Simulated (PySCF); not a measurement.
Working out the ionisation energy of Tl

Tl [Xe] 4f14 5d10 6s2 6p1 (2P) → Tl⁺ [Xe] 4f14 5d10 6s2 (1S). Calculation: PySCF 2.14, in x2c-TZVPPall with one added diffuse shell each of s, p, d, f type (12s8p7d4f, 99 functions); scalar relativity by spin-free X2C-1e. Frozen: [Xe] 4f14 5d10. Energies in hartree (1 hartree = 27.21139 eV):

```csv
part,Tl (lower),Tl⁺ (upper)
UHF,-20243.515766,-20243.332013
CCSD correlation,-0.034493,-0.026533
(T),-0.000499,0.000000
```

Problem. What does Hartree-Fock give?

Solution. (-20243.332013) − (-20243.515766) = 0.183753 hartree = 5.000 eV.

Problem. What do CCSD and CCSD(T) give?

Solution. The CCSD correlation energies differ by 0.007960 hartree = 0.217 eV and the triples by 0.000499 hartree = 0.014 eV, so CCSD gives 5.217 eV and CCSD(T) 5.231 eV.

Measured between the centres of the two terms (NIST): 5.464 eV, so CCSD(T) (valence) is off by -0.233 eV.

What remains against the reference includes basis incompleteness, the frozen core and higher excitations.
